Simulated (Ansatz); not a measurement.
The same path of C$_{2}$H$_{6}$BFN$_{2}$ (12 atoms, charge 0, multiplicity 1) was run 3 times with different band settings. The coordinate that changes most is the dihedral H8–N1–C2–H9.

These are results of RKS revPBE/def2-SVP in Ansatz 0.2.0, not measurements.

Relaxed end points:

```xyz
12
Properties=species:S:1:pos:R:3
N -0.419 -0.935 1.710
C 0.127 -0.024 0.732
N 0.645 -0.560 -0.590
C 0.108 0.534 -1.460
B -0.777 0.919 -0.196
F -1.858 1.671 -0.001
H -1.088 -1.573 1.260
H 0.319 -1.535 2.104
H 0.892 0.611 1.254
H 1.666 -0.691 -0.640
H 0.833 1.341 -1.736
H -0.371 0.185 -2.403
```

```xyz
12
Properties=species:S:1:pos:R:3
N -0.438 -1.406 1.025
C 0.115 -0.094 0.834
N 0.939 0.003 -0.458
C -0.155 0.265 -1.479
B -0.533 0.973 -0.129
F -0.559 2.317 0.091
H 0.117 -1.985 1.666
H -1.395 -1.354 1.385
H 0.720 0.318 1.676
H 1.693 0.700 -0.434
H 0.175 0.894 -2.328
H -0.603 -0.686 -1.814
```

Common settings: movable images 9; spring 5.0 eV/Å²; start path through a guess of the saddle point; force threshold 0.05 eV/Å; iteration limit 60; end points relaxed.

| run | climbing image | optimiser | largest step |
| --- | --- | --- | --- |
| 1 | yes | quadratic models (default) | default |
| 2 | yes | lbfgs | 0.02 Å |
| 3 | from the first iteration | lbfgs | default |

Question: What does each run give, and how far can it be trusted?

Answer: Run 1: converged after 17 iterations, highest image 0.229 eV above the first end. A vibrational analysis at the climbing image gives one clearly imaginary mode, 248i cm⁻¹: a first-order saddle point.
Run 2: converged after 39 iterations, highest image 0.263 eV above the first end. The order of the stationary point at the top wasn't checked.
Run 3: converged after 32 iterations, highest image 0.262 eV above the first end. The order of the stationary point at the top wasn't checked.
